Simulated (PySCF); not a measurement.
**Stretching BeSe⁺**

Set-up: Be pcseg-2, Se pcseg-2; no relativity (PySCF 2.14). Energies in eV from Be⁺ + Se in their ground configurations at the same level. State: ²Π (doublet), unpaired electrons π ↑.

All columns are PBE0. A positive dipole points towards Se; it is taken about the centre of mass and depends on that origin.

```tsv
R (Å)	E (eV)	μ (D)	Mulliken charge on Be (basis-dependent)	HOMO (eV)	LUMO (eV)	Mayer bond order	⟨S²⟩
1.692	-2.256	-6.93	0.61	-14.16	-11.64	1.86	0.75
1.771	-2.769	-7.30	0.69	-13.89	-11.38	1.79	0.75
1.850	-3.055	-7.65	0.75	-13.64	-11.15	1.72	0.75
1.909	-3.157	-7.91	0.79	-13.47	-10.99	1.67	0.75
1.968	-3.184	-8.16	0.82	-13.31	-10.84	1.62	0.75
2.027	-3.154	-8.39	0.84	-13.16	-10.70	1.58	0.75
2.106	-3.047	-8.69	0.87	-12.99	-10.53	1.53	0.76
2.204	-2.841	-9.01	0.88	-12.80	-10.35	1.46	0.76
2.322	-2.534	-9.33	0.88	-12.61	-10.49	1.38	0.76
```

A fit through these points gives, at Re = 1.964 Å, μ = -8.14 D and dμ/dR = -4.12 D/Å; the reduced mass is 8.099 u.

Problem. How strong is the fundamental in the double-harmonic approximation, I = 42.26·(dμ/dR)²/μred km/mol?

Solution. I = 42.26·(-4.12)²/8.099 = 88.6 km/mol at PBE0.

Spin–orbit coupling is left out. For an ion De counts to the pair picked by the measured ionisation energies or electron affinities, which need not be the lowest pair at this level. The state is the lowest determinant that a PBE0 search found; another state may lie lower at other levels.
